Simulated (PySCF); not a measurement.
Structure with atom numbers: `[CH3:1]/[N:2]=[CH:3]/[C:4]#[C:5][Si@@H:6]([CH3:7])[PH2:8]`; H(Xn) means a hydrogen on atom n.

One conformer, gas phase, relativity neglected, rapidly exchanging positions averaged. σ from GIAO-PBE0/pcSseg-1; geometry: GFN2-xTB; PySCF.

**Question.** List the cross peaks expected in HSQC, COSY and HMBC spectra.

**Answer.** 

HSQC (one-bond C–H):
| δH | δC |
| --- | --- |
| 7.68 (H(C3)) | 146.9 (C3) |
| 3.85 (H(C1)) | 52.6 (C1) |
| 0.44 (H(C7)) | -1.4 (C7) |

COSY cross peaks (H two or three bonds apart, from the bond graph; peaks can be absent where the dihedral angle is near 90°):
| δH | δH |
| --- | --- |
| 4.81 (H(Si6)) | 1.34 (H(P8)) |
| 4.81 (H(Si6)) | 0.44 (H(C7)) |

HMBC (two and three bonds, from the bond graph):
| δH | δC |
| --- | --- |
| 7.68 (H(C3)) | 114.1 (C4), 101.6 (C5), 52.6 (C1) |
| 4.81 (H(Si6)) | 114.1 (C4), 101.6 (C5), -1.4 (C7) |
| 3.85 (H(C1)) | 146.9 (C3) |
| 1.34 (H(P8)) | 101.6 (C5), -1.4 (C7) |
| 0.44 (H(C7)) | 101.6 (C5) |

Scale: 1H (σref 31.72), 13C (σref 186.93) vs TMS (reference shieldings calculated alike).

Short H···H contacts in this conformer between protons four or more bonds apart (candidates for NOE cross peaks, intensity ∝ r⁻⁶): H(C1)···H(C3) 2.29 Å.

Shifts are as computed. Against solution values, carbons near 30 ppm lie about +3 ppm off and those near 130 ppm about +5 ppm. Of 1211 compounds with measured shifts, 218 miss one by over three times the rms of a fit or turn the order of signals round; such compounds aren't used in these exercises.
